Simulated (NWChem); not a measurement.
Species: GeClF, singlet; SMILES [F][Ge][Cl]

```xyz
3

Ge     0.4273     0.5018     0.0000
F     -1.1543     1.3010     0.0000
Cl    -0.2317    -1.6113     0.0000
```
Atoms are numbered in this order, from 1.

Level: PBE-D3(BJ)/def2-SVP (NWChem), optimised geometry, unscaled harmonic frequencies. Low-valent species are run as closed-shell singlets; no triplet was tried in these runs.

```json
[
 {"frequency (cm⁻¹)": "193", "IR intensity (km/mol)": "4.3"},
 {"frequency (cm⁻¹)": "391", "IR intensity (km/mol)": "70.2"},
 {"frequency (cm⁻¹)": "661", "IR intensity (km/mol)": "71.7"}
]
```

The zero-point energy is 1.8 kcal/mol and the thermal correction to the enthalpy at 298.15 K (with zero-point energy) is 4.8 kcal/mol. The heat capacity Cv is 10.2 cal/(mol K). The entropy at 298.15 K and 1 atm (symmetry number 1) is 69.3 cal/(mol K). The dipole moment comes out as 2.00 D.

Rigid rotor and harmonic oscillator.
